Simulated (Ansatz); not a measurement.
A series at Sn: from `[OH][Sn]([F])([F])[F]`, ligands are replaced one by one, each step taking up H₂ and setting free H–F; n counts the steps. Ansatz, PBE0-D4/def2-TZVP geometries. Each molecule was computed in one conformer, which needn't be the lowest.

```
n                 molecule  HOMO energy, ωB97M-V/def2-TZVPP (eV)
0  `[OH][Sn]([F])([F])[F]`                                -12.98
1      `[OH][SnH]([F])[F]`                                -12.24
2          `[OH][SnH2][F]`                                     ?
3             `[OH][SnH3]`                                -10.56
```

**Question.** By hand: fit a straight line y = ȳ + b (n − n̄) to the 3 given rows and predict n = 2.

**Answer.** n̄ = 1.333, ȳ = -11.927; Σ(n − n̄)(y − ȳ) = 3.787, Σ(n − n̄)² = 4.667, so b = 0.811 eV a step. Prediction: -11.927 + (0.811) × (0.667) = -11.39 eV.

**Question.** By hand: compare with the computed value, -11.37 eV, and give the steps along the whole series.

**Answer.** The line misses by 0.02 eV (computed minus predicted). Steps: 0.74, 0.87, 0.81 eV.

The steps differ by up to 0.13 eV without a steady trend. The highest orbital can change its character along such a series. The miss is 0.8 % of the series' range.
